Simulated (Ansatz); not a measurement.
Born–Oppenheimer molecular dynamics of a periodic cell of 18 atoms, CS2 (contents 6 CS2, density as packed 1.26 g/cm³ with natural masses). It goes on from the last frame of an earlier run, with new velocities.

Theory: DFT PBE-D3(BJ), scalar-relativistic, plane waves, PAW (Ansatz). Settings: accuracy low, cutoff 420 eV, k mesh 1x1x1, fermi-dirac smearing 0.02 eV, no spin polarisation.

* ensemble: NVE (velocity Verlet)
* time step: 1.5 fs
* steps asked: 400
* starting velocities drawn for: 350 K
* seed: 954980

Frames 15 fs apart, positions in Å, forces in eV/Å.

Velocities at 0.0 fs (Å/ps):

```
S 4.85 -0.62 -4.12
C 6.12 0.35 0.59
S -4.49 -2.78 1.10
S -1.39 -3.80 -2.34
C -3.19 1.66 -0.11
S 0.85 2.98 3.46
S -1.29 1.76 0.39
C 11.43 -7.67 -4.39
S -1.85 0.11 -1.33
S -1.83 -0.43 3.19
C -5.55 0.18 3.48
S -2.48 2.39 3.97
S 3.56 -1.45 1.24
C 0.17 10.23 -5.60
S 4.63 -7.23 -3.18
S -0.74 3.25 0.52
C -2.55 3.15 1.80
S -2.23 2.86 -1.31
```

```xyz
18
Lattice="8.4343 0.0000 0.0000 0.0000 8.4343 0.0000 0.0000 0.0000 8.4343" Properties=species:S:1:pos:R:3:forces:R:3 time_fs=0.0 energy_less_start_eV=0.000 T=350
S 7.285 1.768 9.251 0.58 1.01 -0.89
C 7.865 2.806 8.191 -0.25 -0.51 0.18
S 8.427 3.777 7.084 -0.18 -0.52 0.67
S 6.758 5.065 3.918 0.06 0.13 0.00
C 7.056 6.555 4.273 0.03 0.49 -0.03
S 7.334 8.070 4.608 -0.05 -0.58 -0.06
S 4.841 8.057 7.634 -0.40 -0.15 0.11
C 3.657 7.567 6.733 0.10 -0.25 -1.05
S 2.678 7.140 5.560 0.08 0.19 0.85
S 4.668 1.882 3.197 2.60 -2.43 0.73
C 3.523 2.817 2.976 -3.24 3.76 -0.98
S 2.465 3.969 2.655 0.60 -1.10 0.29
S 3.163 2.279 7.303 0.97 1.68 -0.20
C 4.149 3.535 7.204 -0.20 -0.04 0.31
S 5.117 4.801 7.194 -0.81 -1.52 0.04
S 3.665 7.367 2.654 0.68 0.09 0.61
C 2.539 7.277 1.600 -1.60 -0.67 -1.67
S 1.407 7.035 0.499 1.04 0.40 1.09
18
Lattice="8.4343 0.0000 0.0000 0.0000 8.4343 0.0000 0.0000 0.0000 8.4343" Properties=species:S:1:pos:R:3:forces:R:3 time_fs=15.0 energy_less_start_eV=-0.005 T=350
S 7.364 1.766 9.188 -0.76 -1.62 1.87
C 7.929 2.772 8.206 0.14 0.56 -0.90
S 8.368 3.741 7.099 0.79 1.02 -0.99
S 6.744 5.046 3.890 0.18 1.54 0.28
C 7.011 6.571 4.260 0.24 -0.10 -0.01
S 7.341 8.082 4.654 -0.36 -1.38 -0.38
S 4.814 8.076 7.641 -0.54 -0.74 -0.81
C 3.803 7.448 6.586 0.46 0.98 1.01
S 2.660 7.145 5.568 -0.13 -0.36 -0.12
S 4.651 1.859 3.253 -1.10 0.84 -0.08
C 3.455 2.881 3.010 1.12 -0.22 0.05
S 2.412 4.007 2.713 0.01 -0.34 0.04
S 3.243 2.314 7.312 -1.94 -1.81 0.06
C 4.077 3.568 7.160 2.29 1.97 0.16
S 5.185 4.684 7.145 -0.48 -0.07 -0.09
S 3.648 7.415 2.657 -0.78 -0.21 -0.68
C 2.482 7.282 1.585 1.18 -0.06 0.74
S 1.390 7.087 0.499 -0.32 0.01 -0.14
18
Lattice="8.4343 0.0000 0.0000 0.0000 8.4343 0.0000 0.0000 0.0000 8.4343" Properties=species:S:1:pos:R:3:forces:R:3 time_fs=30.0 energy_less_start_eV=0.033 T=333
S 7.418 1.702 9.203 0.18 0.04 0.12
C 7.961 2.733 8.167 -0.24 0.24 -0.48
S 8.359 3.767 7.053 0.29 -0.35 0.35
S 6.738 5.105 3.875 -0.22 -0.68 -0.33
C 7.005 6.582 4.248 0.05 -0.69 -0.11
S 7.328 8.020 4.679 0.24 1.43 0.32
S 4.774 8.061 7.620 0.93 -0.05 0.22
C 3.909 7.439 6.492 -1.51 0.27 0.12
S 2.656 7.133 5.589 0.39 -0.35 -0.18
S 4.597 1.861 3.312 -1.33 1.69 -0.34
C 3.475 2.990 3.034 1.97 -2.07 0.58
S 2.365 4.022 2.774 -0.57 0.64 -0.25
S 3.254 2.315 7.317 -0.78 0.17 -0.06
C 4.122 3.604 7.169 -0.41 -1.58 0.28
S 5.270 4.609 7.090 0.92 1.57 -0.09
S 3.613 7.453 2.644 -0.10 -0.34 -0.17
C 2.486 7.258 1.566 1.12 0.32 0.85
S 1.374 7.143 0.511 -0.94 -0.26 -0.83
18
Lattice="8.4343 0.0000 0.0000 0.0000 8.4343 0.0000 0.0000 0.0000 8.4343" Properties=species:S:1:pos:R:3:forces:R:3 time_fs=45.0 energy_less_start_eV=0.098 T=305
S 7.483 1.643 9.223 0.63 1.47 -1.60
C 7.941 2.698 8.094 -0.21 -0.41 0.71
S 8.375 3.781 7.015 -0.04 -1.16 0.90
S 6.718 5.118 3.837 -0.18 -0.98 -0.44
C 7.028 6.569 4.244 0.10 0.46 0.22
S 7.324 8.018 4.716 0.16 0.59 0.09
S 4.780 8.034 7.597 1.15 0.25 0.64
C 3.847 7.513 6.494 -1.06 -0.23 -0.02
S 2.655 7.093 5.584 -0.24 -0.24 -0.53
S 4.515 1.915 3.364 2.47 -2.05 0.56
C 3.547 3.028 3.087 -3.69 2.87 -0.64
S 2.328 4.030 2.831 1.26 -0.62 0.05
S 3.199 2.300 7.321 1.13 1.98 -0.06
C 4.237 3.530 7.205 -0.70 -1.35 -0.06
S 5.377 4.600 7.035 -0.89 -0.33 0.27
S 3.595 7.473 2.642 0.95 -0.21 0.68
C 2.528 7.268 1.548 -1.75 0.16 -1.45
S 1.332 7.186 0.504 0.92 -0.19 0.68
18
Lattice="8.4343 0.0000 0.0000 0.0000 8.4343 0.0000 0.0000 0.0000 8.4343" Properties=species:S:1:pos:R:3:forces:R:3 time_fs=60.0 energy_less_start_eV=-0.076 T=382
S 7.577 1.653 9.169 -0.58 -0.95 0.93
C 7.916 2.661 8.064 0.66 0.68 -0.41
S 8.389 3.722 7.035 0.39 0.16 -0.51
S 6.692 5.090 3.779 0.46 1.43 0.37
C 7.051 6.565 4.253 -0.20 0.26 0.08
S 7.331 8.058 4.760 -0.19 -1.61 -0.58
S 4.837 8.010 7.591 -1.29 -0.44 -1.03
C 3.683 7.582 6.571 1.11 -0.15 0.80
S 2.632 7.037 5.543 0.03 0.33 0.27
S 4.496 1.946 3.425 0.59 0.00 0.08
C 3.474 3.081 3.149 -0.90 0.12 -0.05
S 2.288 4.068 2.873 0.37 0.04 -0.07
S 3.183 2.370 7.326 -0.55 -0.51 0.24
C 4.351 3.372 7.219 1.32 2.35 -0.58
S 5.413 4.558 6.998 -1.37 -1.46 0.48
S 3.595 7.472 2.639 -0.31 -0.28 -0.66
C 2.504 7.329 1.503 0.03 0.13 0.53
S 1.304 7.215 0.500 0.41 -0.11 0.12
18
Lattice="8.4343 0.0000 0.0000 0.0000 8.4343 0.0000 0.0000 0.0000 8.4343" Properties=species:S:1:pos:R:3:forces:R:3 time_fs=75.0 energy_less_start_eV=0.113 T=298
S 7.644 1.626 9.149 -0.67 -1.10 1.19
C 7.963 2.649 8.060 0.60 0.56 -0.44
S 8.434 3.684 7.012 0.45 0.53 -0.75
S 6.693 5.140 3.739 0.20 0.43 0.14
C 7.040 6.578 4.267 -0.29 -0.70 -0.40
S 7.330 8.018 4.775 0.16 0.35 0.15
S 4.840 7.969 7.545 -0.74 -0.04 0.01
C 3.593 7.575 6.672 0.28 -0.87 -1.15
S 2.624 7.009 5.534 0.32 0.70 1.12
S 4.508 1.986 3.489 -1.99 1.98 -0.39
C 3.329 3.089 3.219 3.00 -2.71 0.62
S 2.248 4.125 2.906 -0.95 0.84 -0.29
S 3.178 2.452 7.341 -0.71 -0.99 0.22
C 4.431 3.341 7.175 -1.55 -0.31 0.12
S 5.413 4.480 6.981 1.74 1.59 -0.22
S 3.588 7.453 2.608 -0.37 -0.01 -0.50
C 2.451 7.406 1.510 1.38 -0.18 1.47
S 1.303 7.237 0.505 -0.84 -0.08 -0.90
18
Lattice="8.4343 0.0000 0.0000 0.0000 8.4343 0.0000 0.0000 0.0000 8.4343" Properties=species:S:1:pos:R:3:forces:R:3 time_fs=90.0 energy_less_start_eV=0.054 T=325
S 7.676 1.556 9.175 0.44 1.64 -1.48
C 8.080 2.649 8.064 -0.15 -0.69 0.54
S 8.512 3.682 6.939 -0.09 -0.90 0.93
S 6.700 5.195 3.699 -0.41 -1.77 -0.73
C 7.002 6.582 4.255 0.19 0.52 0.08
S 7.336 7.983 4.793 0.29 1.33 0.54
S 4.793 7.923 7.496 1.48 0.65 1.58
C 3.613 7.459 6.657 -0.30 -0.30 -0.86
S 2.615 7.013 5.570 -1.30 -0.43 -0.75
S 4.467 2.081 3.546 1.27 -1.35 0.42
C 3.293 3.016 3.292 -2.26 2.94 -0.90
S 2.223 4.166 2.941 0.99 -1.57 0.42
S 3.115 2.464 7.372 1.25 0.57 -0.27
C 4.387 3.395 7.127 -2.23 -1.00 0.54
S 5.482 4.461 6.958 0.65 0.58 -0.16
S 3.592 7.435 2.578 0.88 0.14 0.90
C 2.425 7.434 1.575 -1.11 -0.51 -1.35
S 1.292 7.258 0.492 0.41 0.15 0.54
18
Lattice="8.4343 0.0000 0.0000 0.0000 8.4343 0.0000 0.0000 0.0000 8.4343" Properties=species:S:1:pos:R:3:forces:R:3 time_fs=105.0 energy_less_start_eV=-0.113 T=399
S 7.727 1.563 9.137 0.15 0.35 -0.06
C 8.201 2.611 8.078 -0.27 0.28 -0.60
S 8.585 3.622 6.926 0.02 -0.49 0.64
S 6.689 5.175 3.627 0.07 0.77 0.24
C 6.983 6.601 4.225 0.43 0.53 0.21
S 7.358 8.022 4.842 -0.41 -1.20 -0.57
S 4.800 7.904 7.518 -0.70 -0.55 -0.52
C 3.677 7.328 6.563 0.65 0.93 0.63
S 2.528 6.991 5.564 -0.08 -0.30 -0.09
S 4.430 2.153 3.612 1.39 -1.43 0.43
C 3.258 3.080 3.317 -1.24 1.72 -0.49
S 2.193 4.178 2.981 -0.15 -0.35 -0.01
S 3.076 2.473 7.396 0.37 0.25 -0.14
C 4.231 3.491 7.126 2.12 1.13 -0.01
S 5.546 4.438 6.932 -2.50 -1.44 0.27
S 3.613 7.425 2.571 -0.18 0.04 0.13
C 2.402 7.390 1.582 -0.15 -0.18 -0.78
S 1.276 7.284 0.481 0.48 -0.05 0.71
18
Lattice="8.4343 0.0000 0.0000 0.0000 8.4343 0.0000 0.0000 0.0000 8.4343" Properties=species:S:1:pos:R:3:forces:R:3 time_fs=120.0 energy_less_start_eV=0.148 T=283
S 7.786 1.595 9.095 -0.80 -1.69 2.07
C 8.261 2.573 8.046 -0.08 0.73 -0.85
S 8.664 3.547 6.934 0.47 1.17 -1.27
S 6.684 5.204 3.571 0.31 1.44 0.54
C 7.016 6.633 4.200 -0.09 -0.91 -0.30
S 7.362 8.014 4.866 -0.13 -0.45 -0.33
S 4.790 7.863 7.530 -0.84 -0.63 -1.10
C 3.729 7.305 6.483 -1.04 0.54 0.24
S 2.454 6.956 5.564 1.77 0.23 0.91
S 4.432 2.175 3.693 -1.89 1.71 -0.68
C 3.238 3.228 3.322 3.28 -2.95 1.09
S 2.120 4.207 3.008 -1.38 1.12 -0.51
S 3.094 2.526 7.405 -0.29 -0.10 0.15
C 4.196 3.598 7.165 -0.15 -1.17 0.17
S 5.508 4.364 6.915 0.72 1.11 -0.18
S 3.615 7.417 2.567 -0.88 -0.19 -0.64
C 2.419 7.321 1.522 1.81 0.35 1.37
S 1.274 7.303 0.497 -0.81 -0.32 -0.70
18
Lattice="8.4343 0.0000 0.0000 0.0000 8.4343 0.0000 0.0000 0.0000 8.4343" Properties=species:S:1:pos:R:3:forces:R:3 time_fs=135.0 energy_less_start_eV=0.036 T=332
S 7.814 1.562 9.137 0.24 0.90 -0.92
C 8.256 2.558 7.982 -0.34 -0.23 0.48
S 8.772 3.542 6.867 -0.50 -0.37 0.38
S 6.691 5.291 3.534 -0.31 -1.63 -0.86
C 7.062 6.626 4.175 -0.04 0.38 0.23
S 7.355 7.967 4.865 0.42 1.32 0.58
S 4.732 7.786 7.478 1.42 0.65 1.02
C 3.660 7.383 6.471 -0.83 -0.32 -0.18
S 2.465 6.928 5.604 -0.64 -0.20 -0.88
S 4.395 2.234 3.756 0.29 0.04 -0.07
C 3.310 3.279 3.376 -2.12 0.98 -0.36
S 2.050 4.226 3.029 1.79 -1.20 0.34
S 3.079 2.556 7.426 0.08 -0.01 0.29
C 4.235 3.587 7.214 -2.05 -2.20 0.35
S 5.493 4.347 6.891 2.44 2.02 -0.50
S 3.606 7.401 2.560 0.75 -0.09 0.54
C 2.503 7.298 1.480 -0.98 0.32 -0.49
S 1.267 7.303 0.513 0.36 -0.36 0.04
18
Lattice="8.4343 0.0000 0.0000 0.0000 8.4343 0.0000 0.0000 0.0000 8.4343" Properties=species:S:1:pos:R:3:forces:R:3 time_fs=150.0 energy_less_start_eV=0.053 T=324
S 7.848 1.567 9.143 0.13 1.15 -1.33
C 8.225 2.551 7.943 0.38 0.14 0.19
S 8.845 3.516 6.822 -1.16 -0.93 1.06
S 6.686 5.307 3.458 0.07 -0.43 -0.25
C 7.087 6.629 4.161 -0.08 0.98 0.49
S 7.372 7.993 4.895 0.07 -0.48 -0.29
S 4.734 7.737 7.463 -0.06 0.47 0.05
C 3.533 7.449 6.511 0.94 -0.34 0.69
S 2.434 6.886 5.588 -0.89 0.01 -0.85
S 4.348 2.321 3.805 2.13 -1.67 0.62
C 3.264 3.306 3.441 -2.66 1.68 -0.79
S 2.034 4.214 3.054 0.48 -0.21 0.07
S 3.026 2.543 7.474 1.20 0.27 0.13
C 4.282 3.463 7.240 1.18 0.85 -0.65
S 5.545 4.403 6.859 -1.82 -1.35 0.70
S 3.621 7.378 2.565 0.60 0.03 0.33
C 2.538 7.332 1.456 -1.47 0.01 -0.56
S 1.263 7.280 0.515 0.96 -0.18 0.39
18
Lattice="8.4343 0.0000 0.0000 0.0000 8.4343 0.0000 0.0000 0.0000 8.4343" Properties=species:S:1:pos:R:3:forces:R:3 time_fs=165.0 energy_less_start_eV=0.147 T=283
S 7.885 1.634 9.080 -0.94 -1.30 1.76
C 8.243 2.567 7.936 0.33 0.54 -0.60
S 8.852 3.443 6.829 0.03 1.10 -1.23
S 6.692 5.316 3.377 0.54 1.68 1.00
C 7.068 6.669 4.160 -0.31 -0.69 -0.52
S 7.399 8.017 4.920 -0.19 -0.93 -0.53
S 4.749 7.723 7.467 -1.61 0.00 -0.80
C 3.462 7.413 6.573 0.56 -0.81 -0.41
S 2.369 6.856 5.537 1.07 0.95 1.11
S 4.362 2.371 3.867 -1.48 1.02 -0.45
C 3.122 3.322 3.487 3.31 -2.56 0.92
S 1.988 4.231 3.064 -1.85 1.33 -0.64
S 3.066 2.556 7.527 1.33 -0.05 -0.05
C 4.377 3.375 7.202 -0.41 0.61 0.11
S 5.524 4.405 6.859 -0.41 -0.77 0.16
S 3.648 7.355 2.565 -0.87 0.20 -0.84
C 2.485 7.372 1.475 1.51 -0.26 1.66
S 1.286 7.244 0.517 -0.60 -0.07 -0.65
```

Of the whole run (600 fs, mean temperature of the second half 316 K): The conserved energy stayed within 0.44 meV per atom of its start (net change -0.056 meV per atom), so the integration is sound. A run of 0.6 ps of so small a system gives no equilibrium averages. Limits of this set-up: coarse k mesh, low accuracy level.

Run time: 15 min on 1 thread of Arm Neoverse V2 (shared host), peak memory 0.48 GiB.
